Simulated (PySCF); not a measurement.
C₃H₈Si, charge +1, doublet, geometry from GFN2-xTB (a state made from the parent by changing its charge; the spin is typed, not shown lowest); DF-BP86/def2-SVP (PySCF).

Here is a job for PySCF.
```python
from pyscf import gto, scf, dft

mol = gto.M(
    atom='''
C     1.05833802    0.47727651    0.97110393
C     0.96501957   -0.69868733    0.01191923
Si   -0.84211903   -0.37976868   -0.77270691
C    -0.31879072    0.99011582    0.58104385
H     1.86318259    1.16764572    0.73806192
H     1.13584709    0.18482051    2.01377110
H     1.68976193   -0.65965217   -0.79669617
H     0.94572194   -1.66504962    0.50831183
H    -1.87958013   -1.31092150   -0.34989867
H    -0.85038746    0.07979365   -2.15504985
H    -0.29912040    1.95664619    0.08499323
H    -1.04316039    0.95124873    1.39000123
''',
    basis='def2-svp',
    charge=1,
    spin=1,
    verbose=3,
)

mf = dft.UKS(mol)
mf.xc = 'bp86'
mf = mf.density_fit(auxbasis='def2-universal-jkfit')
mf.kernel()
mf.analyze()
```

What the program printed (banner, timings and long lists left out):

```
converged SCF energy = -408.105238380731  <S^2> = 0.75185797  2S+1 = 2.0018571
**** MO energy ****
                             alpha | beta                alpha | beta
MO #1   energy= -65.693211297978   | -65.6922493550597  occ= 1 | 1
MO #2   energy= -10.1548705351993  | -10.1494410137023  occ= 1 | 1
MO #3   energy= -10.1548227031501  | -10.1493998421797  occ= 1 | 1
MO #4   energy= -10.1228692047018  | -10.1223964501041  occ= 1 | 1
MO #5   energy= -5.30693918239745  | -5.3058218283386   occ= 1 | 1
MO #6   energy= -3.72628974091424  | -3.72305535173841  occ= 1 | 1
MO #7   energy= -3.71966689014811  | -3.71919749713824  occ= 1 | 1
MO #8   energy= -3.71797753552884  | -3.71727711154511  occ= 1 | 1
MO #9   energy= -0.964262692708142 | -0.952002691508212 occ= 1 | 1
MO #10  energy= -0.824688853270826 | -0.811224446630748 occ= 1 | 1
MO #11  energy= -0.761145365233874 | -0.752835901408344 occ= 1 | 1
MO #12  energy= -0.671886650379385 | -0.661449461963751 occ= 1 | 1
MO #13  energy= -0.651434179523956 | -0.646745565325887 occ= 1 | 1
MO #14  energy= -0.628448804147316 | -0.618238895009514 occ= 1 | 1
MO #15  energy= -0.585640480722111 | -0.578845480486394 occ= 1 | 1
MO #16  energy= -0.547300162205981 | -0.538402006668932 occ= 1 | 1
MO #17  energy= -0.536251797518227 | -0.535313081915437 occ= 1 | 1
MO #18  energy= -0.50377934388287  | -0.498513079631477 occ= 1 | 1
MO #19  energy= -0.500749095215605 | -0.49348918132997  occ= 1 | 1
MO #20  energy= -0.45428424046345  | -0.420289223092311 occ= 1 | 0
MO #21  energy= -0.252297052853035 | -0.232363360756216 occ= 0 | 0
MO #22  energy= -0.184601381206807 | -0.18011508338303  occ= 0 | 0
MO #23  energy= -0.164635790025747 | -0.158729350513874 occ= 0 | 0
MO #24  energy= -0.150103394881556 | -0.139047483599708 occ= 0 | 0
MO #25  energy= -0.123678358764348 | -0.118844710929621 occ= 0 | 0
MO #26  energy= -0.0969954570868339 | -0.0946437524347803 occ= 0 | 0
MO #27  energy= -0.0914941680323418 | -0.0874789611405968 occ= 0 | 0
MO #28  energy= -0.0824856881405087 | -0.0738101474699859 occ= 0 | 0

To work with the spin densities directly, `use mulliken_meta_spin()` only printing them here.

 ** Mulliken spin pop alpha/beta on meta-lowdin orthogonal AOs **
 ** Mulliken Spin Density (per atom)  **
spin density of  0 C =      0.02668
spin density of  1 C =      0.32550
spin density of  2 Si =      0.24362
spin density of  3 C =      0.32547
spin density of  4 H =     -0.00145
spin density of  5 H =     -0.00145
spin density of  6 H =      0.02490
spin density of  7 H =      0.02490
spin density of  8 H =     -0.00899
spin density of  9 H =     -0.00899
spin density of  10 H =      0.02491
spin density of  11 H =      0.02490
 ** Mulliken pop alpha/beta on meta-lowdin orthogonal AOs **
 ** Mulliken atomic charges   ( Nelec_alpha | Nelec_beta ) **
charge of  0C =     -0.15635  (     3.09152      3.06484 )
charge of  1C =     -0.25613  (     3.29081      2.96532 )
charge of  2Si =      0.71404  (     6.76479      6.52117 )
charge of  3C =     -0.25613  (     3.29080      2.96533 )
charge of  4H =      0.14415  (     0.42720      0.42865 )
charge of  5H =      0.14415  (     0.42720      0.42865 )
charge of  6H =      0.17670  (     0.42410      0.39920 )
charge of  7H =      0.17669  (     0.42411      0.39920 )
charge of  8H =     -0.02025  (     0.50563      0.51462 )
charge of  9H =     -0.02025  (     0.50563      0.51462 )
charge of  10H =      0.17669  (     0.42411      0.39920 )
charge of  11H =      0.17669  (     0.42411      0.39920 )

WARN: System has nonzero charge 1; the dipole moment is origin-dependent.
Location of origin: [0. 0. 0.]

Dipole moment(X, Y, Z, Debye): -0.32464, -0.14651, -0.29792
```
